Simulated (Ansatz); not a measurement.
Level of theory: frozen-core CCSD(T)/cc-pVTZ // B3LYP-D3(BJ)/def2-TZVP (Ansatz, a program for electronic structure).

Ansatz 0.2 input:
```yaml
crystal:
  periodic: [false, false, false]
  atoms:
    - { symbol: N, position_ang: [2.256699, -0.292582, 0.479732] }
    - { symbol: C, position_ang: [1.074687, -0.148483, 0.146871] }
    - { symbol: C, position_ang: [-0.223852, 0.027416, 0.030933] }
    - { symbol: N, position_ang: [-0.856766, 1.286795, 0.122107] }
    - { symbol: N, position_ang: [-1.128901, -1.025896, -0.255164] }
    - { symbol: H, position_ang: [2.900009, -0.395252, -0.311994] }
    - { symbol: H, position_ang: [-0.250742, 2.013149, 0.47439] }
    - { symbol: H, position_ang: [-1.289625, 1.568131, -0.751062] }
    - { symbol: H, position_ang: [-0.66342, -1.907774, -0.419328] }
    - { symbol: H, position_ang: [-1.818089, -1.125505, 0.483515] }
basis:
  gaussian: { orbitals: cc-pVTZ }
correlation:
  method: ccsd_t
```

Output:

```
Functional definition: HF
1277 factors; integrals over basis functions are off by at most 1.1e-3 eV
mean field evaluation 1: about -6581.5018 eV, gradient 4.0e1 eV
mean field evaluation 2: about -6581.8091 eV, gradient 4.0e1 eV
mean field evaluation 4: about -6585.3961 eV, gradient 4.6e0 eV
mean field evaluation 8: about -6585.4704 eV, gradient 4.6e-1 eV
mean field evaluation 16: about -6585.4726 eV, gradient 5.8e-6 eV
mean field -6585.47256316 eV, -242.0116529026 hartree, gradient 5.8e-6 eV, S^2 0.000000; 0 other end points of the search recorded, 0 dependent functions left out
5 core orbitals not correlated
reference -6585.47256316 eV, -242.0116529026 hartree; 14, 14 occupied and 201, 201 virtual orbitals, 1277 factors
second order -25.43779713 eV of doubles, -0.00000000 eV of singles
cycle   1  -25.26004790 eV  change    1.8e-1 eV  update   1.1e-1
cycle   2  -25.87778663 eV  change   -6.2e-1 eV  update   3.7e-2
cycle   3  -26.04909280 eV  change   -1.7e-1 eV  update   2.0e-2
cycle   4  -26.03535677 eV  change    1.4e-2 eV  update   5.2e-3
cycle   5  -26.03473955 eV  change    6.2e-4 eV  update   2.7e-3
cycle   6  -26.03582084 eV  change   -1.1e-3 eV  update   1.1e-3
cycle   7  -26.03514904 eV  change    6.7e-4 eV  update   7.4e-4
cycle   8  -26.03504639 eV  change    1.0e-4 eV  update   3.4e-4
cycle   9  -26.03525219 eV  change   -2.1e-4 eV  update   1.5e-4
cycle  10  -26.03520768 eV  change    4.5e-5 eV  update   5.9e-5
cycle  11  -26.03523018 eV  change   -2.2e-5 eV  update   2.7e-5
cycle  12  -26.03525434 eV  change   -2.4e-5 eV  update   1.1e-5
perturbative correction -1.21989368 eV, -0.0448302660 hartree
Total energy: -6612.72771119 eV, -243.0132611184 hartree
```

Cost: around 90 core-seconds (rough).
